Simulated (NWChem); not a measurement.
**Ionisation of BiF$_{3}$**

SMILES: [F][Bi]([F])[F]
```xyz
4

Bi     0.0023     0.2550     0.0000
F     -0.8774    -0.7762     1.5077
F     -0.8774    -0.7762    -1.5077
F      1.7338    -0.7994     0.0000
```
Charge 0, spin multiplicity 1.

The numbers come from NWChem runs, not from measurements. Structure: optimised with B3LYP/def2-SVP with def2 effective core potentials on Bi, a minimum by its harmonic frequencies.

Basis set: def2-TZVP. The species with one electron less has spin multiplicity 2 and keeps the geometry of the parent. Δ marks differences of total energies (open shells unrestricted). −ε marks an orbital energy of the parent. That orbital need not have the symmetry of the hole or added electron in the Δ rows.

Effective core potentials replace the inner electrons of Bi; spin-orbit coupling is left out. B3LYP has NWChem's definition, with VWN1-RPA local correlation. The structure started from a generated list of species. No SCF solution was tested for a lower state.

One of these methods gave a first vertical ionisation energy of 10.15 eV. Which?
A. G0W0@PBE0
B. evGW@PBE0
C. −ε(HOMO) of PBE0
D. ΔPBE0

C, −ε(HOMO) of PBE0. The others give 12.26 (G0W0@PBE0), 12.47 (ΔPBE0), 12.72 (evGW@PBE0).
